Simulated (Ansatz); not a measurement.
Stretching the Ge1–H2 bond in GeH2O (SMILES [OH][GeH]) (multiplicity 1 held, fragments rigid). Energies count from the point at 1.623 Å.
Geometry at that point (charge 0, multiplicity 1):
```xyz
4

Ge    -0.2353    -0.2010     0.2473
H     -1.4109    -0.0317    -0.8587
O      1.0252     0.6808    -0.6889
H      0.7380     1.0157    -1.5451
```

Signs of static correlation in cc-pVTZ, with CASSCF(2,2), from Ansatz (a quantum-chemistry and plane-wave program) runs.

| R (Å) | T1 of restricted CCSD | ⟨S²⟩ of UHF | largest double amplitude of restricted CCSD | weight of the CASSCF reference in MRCISD | CASSCF natural occupations |
|---|---|---|---|---|---|
| 1.298 | 0.018 | 0.084 | 0.082 | 0.910 | 1.99 0.01 |
| 1.461 | 0.018 | 0.010 | 0.077 | 0.910 | 1.98 0.02 |
| 1.623 | 0.018 | 0.000 | 0.069 | 0.910 | 1.97 0.03 |
| 1.785 | 0.019 | 0.000 | 0.059 | 0.910 | 1.96 0.04 |
| 1.948 | 0.019 | 0.000 | 0.064 | 0.910 | 1.95 0.05 |
| 2.191 | 0.022 | 0.000 | 0.116 | 0.910 | 1.91 0.09 |
| 2.434 | 0.026 | 0.453 | 0.173 | 0.910 | 1.87 0.13 |
| 2.840 | 0.041 | ___ | 0.278 | 0.910 | 1.75 0.25 |
| 3.246 | 0.065 | 0.938 | 0.414 | 0.910 | 1.57 0.43 |
| 3.733 | 0.098 | 0.993 | ___ | 0.911 | 1.36 0.64 |
| 4.382 | 0.133 | 1.013 | 0.884 | 0.911 | 1.17 0.83 |
| 5.194 | 0.150 | 1.017 | 1.067 | 0.911 | 1.06 0.94 |

### Question
Complete the blanks.

### Answer

- 2.840, ⟨S²⟩ of UHF: 0.807
- 3.733, largest double amplitude of restricted CCSD: 0.621

Doubts at one or more of the structures used: a restricted determinant that unrestricted orbitals would lower (R-CCSD(T)/cc-pVTZ); T1 above 0.05 (R-CCSD(T)/cc-pVTZ, U-CCSD(T)/cc-pVTZ); other coupled-cluster roots lie near (R-CCSD(T)/cc-pVTZ); a spin-contaminated determinant (U-CCSD(T)/cc-pVTZ).
